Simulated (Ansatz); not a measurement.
`c1coc(-c2ccc(-c3ccc(-c4ccc(-c5ccco5)o4)o3)o2)c1` with charge +1. The state is a doublet with charge 1. Geometry PBE-D4/def2-SVP, that of the neutral singlet; atoms count from 1.

```xyz
37

C    -4.358   -0.825   -6.481
C    -3.709    0.164   -7.184
O    -2.721    0.720   -6.427
C    -2.732    0.081   -5.215
C    -1.763    0.509   -4.247
C    -0.767    1.477   -4.271
C    -0.131    1.430   -3.000
C    -0.776    0.436   -2.275
C    -0.594   -0.075   -0.950
C    -1.231   -1.067   -0.214
C    -0.586   -1.105    1.053
C     0.407   -0.134    1.017
C     1.381    0.306    1.969
C     2.373    1.279    1.927
C     3.020    1.243    3.193
C     2.387    0.251    3.933
C     2.591   -0.245    5.267
C     3.491    0.097    6.268
C     3.198   -0.758    7.376
C     2.149   -1.556    6.979
O     1.774   -1.254    5.704
O     1.389   -0.318    3.187
O     0.404    0.493   -0.202
O    -1.771   -0.125   -3.033
C    -3.729   -0.884   -5.198
H    -5.191   -1.439   -6.840
H    -3.823    0.577   -8.192
H    -0.537    2.134   -5.115
H     0.702    2.042   -2.641
H    -2.065   -1.685   -0.562
H    -0.809   -1.758    1.903
H     2.594    1.932    1.077
H     3.853    1.867    3.531
H     4.265    0.869    6.207
H     3.703   -0.779    8.348
H     1.579   -2.354    7.465
H    -3.966   -1.546   -4.359
```

Single mean-field runs in def2-TZVP are fitted with def2-universal-jkfit.

Question: Estimate the Mulliken populations of the heavy atoms from the PBE0/def2-TZVP orbitals of Ansatz.

Answer: 
```
atom  charge (e)  spin (α − β)
  C1       -0.12         -0.03
  C2       -0.02          0.11
  O3       -0.19          0.00
  C4        0.16         -0.02
  C5        0.30          0.13
  C6       -0.17          0.00
  C7       -0.20          0.09
  C8        0.22          0.03
  C9        0.25          0.09
 C10       -0.19          0.05
 C11       -0.19          0.05
 C12        0.24          0.09
 C13        0.22          0.03
 C14       -0.20          0.09
 C15       -0.17          0.00
 C16        0.30          0.13
 C17        0.15         -0.02
 C18       -0.24          0.10
 C19       -0.11         -0.03
 C20       -0.02          0.12
 O21       -0.19         -0.01
 O22       -0.19         -0.02
 O23       -0.21         -0.02
 O24       -0.21         -0.02
 C25       -0.24          0.09
```
Mulliken values depend strongly on the basis.

Question: Where does the spin sit?

Answer: Summed by element: C 1.11, O -0.07, H -0.04, of 1 unpaired in all. Largest on single atoms: C5 0.13, C16 0.13, C20 0.12.

Question: And the Mayer bond orders between heavy atoms (over 0.3)?

Answer: C1–C2 1.59 (1.38 Å); C1–C25 1.34 (1.43 Å); C2–O3 1.15 (1.36 Å); O3–C4 1.09 (1.37 Å); C4–C5 1.08 (1.44 Å); C4–C25 1.44 (1.39 Å); C5–C6 1.39 (1.39 Å); C5–O24 1.12 (1.37 Å); C6–C7 1.34 (1.42 Å); C7–C8 1.39 (1.39 Å); C8–C9 1.14 (1.43 Å); C8–O24 1.09 (1.37 Å); C9–C10 1.38 (1.39 Å); C9–O23 1.10 (1.37 Å); C10–C11 1.35 (1.42 Å); C11–C12 1.38 (1.39 Å); C12–C13 1.15 (1.43 Å); C12–O23 1.11 (1.37 Å); C13–C14 1.38 (1.39 Å); C13–O22 1.11 (1.37 Å); C14–C15 1.36 (1.42 Å); C15–C16 1.41 (1.39 Å); C16–C17 1.07 (1.44 Å); C16–O22 1.11 (1.37 Å); C17–C18 1.44 (1.39 Å); C17–O21 1.09 (1.37 Å); C18–C19 1.35 (1.43 Å); C19–C20 1.59 (1.38 Å); C20–O21 1.15 (1.36 Å).
